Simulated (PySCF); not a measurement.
## Structure from NMR data

The spectra below were simulated for a compound C4H5F4PSi.

1H NMR (300 MHz, computed): δ 4.04 (m, 3H), 1.57 (m, 2H).

13C{1H} NMR (computed): δ 250.5, 155.7, 130.3, 11.8.

One conformer, fast rotation and ring inversion assumed for equivalent nuclei, non-relativistic, in vacuum. σ from GIAO-PBE0/pcSseg-1; geometry from GFN2-xTB; PySCF 2.14.

Scale: TMS for 1H (σ = 31.72 ppm) and 13C (σ = 186.93 ppm) (reference shieldings calculated alike).

**Question.** Deduce the structure.

**Answer.** 
- 4 carbon signals for 4 carbons: no two carbons are equivalent.
- Carbon types of the structure: 3 × C, 1 × CH2, leaving 3 H on heteroatoms.
- δC 250.5: cumulene carbon.
- δC 155.7: fully substituted alkene carbon; an sp2 carbon of a C=C bond.
- δC 130.3: CF3 carbon; 3 electronegative neighbours deshield it.
- δC 11.8: sp3 CH2 bonded to P and Si; an electropositive neighbour leaves it electron-rich and shielded.
- δH 4.04: hydrogen on a silicon bonded to C.
- δH 1.57: hydrogen on an sp3 CH2 bonded to P and Si.

These data were computed for SMILES FC(C(F)=C=PC[SiH3])(F)F.

The shifts were computed for this structure.

Splittings by 19F and 31P in the carbon and heteronuclear signals aren't shown, as no couplings were computed. Shifts are as computed. Against solution values, carbons near 30 ppm lie about +3 ppm off and those near 130 ppm about +5 ppm. Of 1211 compounds with measured shifts, 218 miss one by over three times the rms of a fit or turn the order of signals round; such compounds aren't used in these exercises. Multiplicities follow the n + 1 count of equivalent neighbours, as no J values were calculated; m marks all less simple cases, F and P coupling included.
